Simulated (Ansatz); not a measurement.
System: CCl₂F, charge 1, multiplicity 1. SMILES of the parent species: Cl[C](F)Cl
Coordinates optimised at B3LYP-D3(BJ)/def2-TZVP (Ansatz, a quantum-chemistry and plane-wave program):
```
C
F 1 1.2690
Cl 1 1.6353 2 117.85
Cl 1 1.6353 2 117.85 3 180.00
```
Charge +1, spin multiplicity 1.

Parts of the frozen-core correlation energy in STO-3G (Ansatz, hartree). Frozen orbitals: 12; correlated occupied orbitals by spin: 12 and 12; virtual: 4 and 4. No spin-orbit coupling. Non-relativistic.

```csv
term,value
reference (HF),-1044.24494
MP2 opposite-spin,-0.09408
MP2 same-spin,-0.02974
CCSD correlation,-0.13846
(T),-0.00880
FCI minus CCSD(T),-0.00125
T1 diagnostic,0.017
largest doubles amplitude,0.078
```
